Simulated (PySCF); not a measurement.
**Correlation energy of P (phosphorus, neutral)**

[Ne] 3s2 3p3, high-spin 4S determinant. Calculation: PySCF 2.14, in cc-pVDZ-DK (4s3p1d, 18 functions); scalar relativity by spin-free X2C-1e. Frozen: [Ne]; 5 electrons correlated.

MP2 pair energies summed by pair of shells (mhartree):

```csv
pair,energy,share (%)
3s-3p,-40.53,63.8
3p-3p,-14.73,23.2
3s-3s,-8.22,12.9
```

Total MP2 correlation energy: -63.49 mhartree.

Same-spin part -17.33 and opposite-spin part -46.16 mhartree; SCS-MP2 scales them by 1/3 and 6/5 to -61.17 mhartree.

| level | correlation energy (mhartree) |
| --- | --- |
| CCSD | -81.20 |
| (T) | -1.01 |
| CCSD(T) | -82.21 |

Diagnostics: T1 = 0.0033, D1 = 0.0060, largest double amplitude 0.064.

Cost of the coupled-cluster step: 0.16 s of wall time on 1 thread of Intel(R) Xeon(R) Platinum 8375C CPU @ 2.90GHz (shared host), for 5 correlated electrons.

Iterations:

```
CC2 = 0
CCSD nocc = (np.int64(4), np.int64(1)), nmo = (13, 13)
frozen orbitals [[0, 1, 2, 3, 4], [0, 1, 2, 3, 4]]
max_cycle = 100
direct = 0
conv_tol = 1e-08
conv_tol_normt = 1e-06
diis_space = 8
diis_start_cycle = 0
Init t2, MP2 energy = -0.0634888214070598
Init E_corr(UCCSD) = -0.0634888214085245
cycle = 1  E_corr(UCCSD) = -0.0772096796436177  dE = -0.0137208582  norm(t1,t2) = 0.0428354
cycle = 2  E_corr(UCCSD) = -0.0801597458624314  dE = -0.00295006622  norm(t1,t2) = 0.0117527
cycle = 3  E_corr(UCCSD) = -0.0812168034103817  dE = -0.00105705755  norm(t1,t2) = 0.00389067
cycle = 4  E_corr(UCCSD) = -0.0811982774831523  dE = 1.85259272e-05  norm(t1,t2) = 0.000421659
cycle = 5  E_corr(UCCSD) = -0.0812002653524531  dE = -1.9878693e-06  norm(t1,t2) = 6.18527e-05
cycle = 6  E_corr(UCCSD) = -0.0811996344371978  dE = 6.30915255e-07  norm(t1,t2) = 1.26408e-05
cycle = 7  E_corr(UCCSD) = -0.0811999980411425  dE = -3.63603945e-07  norm(t1,t2) = 2.1524e-06
cycle = 8  E_corr(UCCSD) = -0.0811998741877957  dE = 1.23853347e-07  norm(t1,t2) = 3.37712e-07
cycle = 9  E_corr(UCCSD) = -0.0811998847691976  dE = -1.0581402e-08  norm(t1,t2) = 6.11531e-08
cycle = 10  E_corr(UCCSD) = -0.0811998933914752  dE = -8.6222775e-09  norm(t1,t2) = 2.82108e-08
UCCSD converged
E(UCCSD) = -341.6045947031337  E_corr = -0.08119989339147515
UCCSD(T) correction = -0.00100924546499743
```
